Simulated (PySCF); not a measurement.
## Löwdin shares of the frontier orbitals

Species: C₄H₁₃GeNSi.
Geometry (PBE0-D3(BJ)/def2-SVP, Å), atoms numbered from 1 in this order:
```
atom  x, y, z in Å
Si1    3.180    0.632    0.236
Ge2    1.492   -0.902   -0.450
N3    -0.069   -0.459    0.428
C4    -1.283   -1.190    0.101
C5    -2.065   -0.293   -0.882
C6    -1.513    1.125   -0.620
C7    -0.501    0.923    0.523
H8     2.929    1.989   -0.341
H9     3.199    0.740    1.727
H10    4.516    0.157   -0.237
H11    1.344   -0.896   -2.000
H12    1.832   -2.347   -0.035
H13   -1.061   -2.190   -0.302
H14   -1.876   -1.341    1.024
H15   -1.874   -0.599   -1.921
H16   -3.151   -0.363   -0.722
H17   -2.298    1.849   -0.355
H18   -1.005    1.514   -1.516
H19   -1.004    1.079    1.498
H20    0.345    1.627    0.488
```

Theory: TDDFT wB97X-D/def2-SVPD, vertical, gas phase, core orbitals frozen in the response in PySCF. Relativistic effects, spin–orbit coupling among them, are left out although an element past zinc is present.

Kohn–Sham orbitals with the atoms that hold most of them (Löwdin shares over 4%, at most four atoms; ? is withheld):

```csv
orbital,ε (eV),atoms
LUMO+2,2.09,"Si1 38%, H10 13%, Ge2 10%, H8 7%"
LUMO+1,1.93,"Ge2 31%, Si1 27%, H11 8%, H12 7%"
LUMO,?,?
HOMO,-8.09,?
HOMO-1,-9.90,"Si1 32%, Ge2 31%, H11 5%, N3 5%"
HOMO-2,-10.89,"C6 18%, C5 16%, C7 11%, H18 11%"
HOMO-3,-11.06,"Ge2 25%, H12 21%, N3 12%, C7 6%"
```

**Question.** Give the leading atoms of the LUMO.

**Answer.** Ge2 (bonded to N, Si and 2 H) 27%; Si1 (bonded to Ge and 3 H) 18%; H12 (bonded to Ge) 8%; H11 (bonded to Ge) 8%. By element: germanium 27%, silicon 18%, hydrogen 15% or more.

**Question.** Which atoms hold the HOMO, and with what shares?

**Answer.** N3 (bonded to 2 C and Ge) 56%; Ge2 (bonded to N, Si and 2 H) 8%; C7 (bonded to C, N and 2 H) 7%; C4 (bonded to C, N and 2 H) 7%. By element: nitrogen 56%, carbon 14% or more, germanium 8%.

**Question.** What is the LUMO energy, and the HOMO–LUMO gap?

**Answer.** ε(LUMO) = 1.69 eV; the gap is 9.78 eV (0.3595 hartree).

**Question.** How does S1 compare with the orbital gap of 9.78 eV?

**Answer.** S1 is at 5.47 eV (f = 0.0038), 4.32 eV below the gap, made of HOMO→LUMO (78%), HOMO→LUMO+2 (10%). Without the coupling terms of the response equations the lowest excitation would equal the gap.

**Question.** One configuration dominates each of S1 and S2. Which, and how do the shares of the two leading atoms of either orbital change from the occupied to the empty one?

**Answer.** 
- S1 (5.47 eV, f 0.0038), HOMO→LUMO (78%): N3 56% → at most 8%, Ge2 8% → 27%, Si1 at most 7% → 18%
- S2 (6.19 eV, f 0.049), HOMO→LUMO+1 (75%): N3 56% → at most 8%, Ge2 8% → 31%, Si1 at most 7% → 27%

One conformer stands for the species.
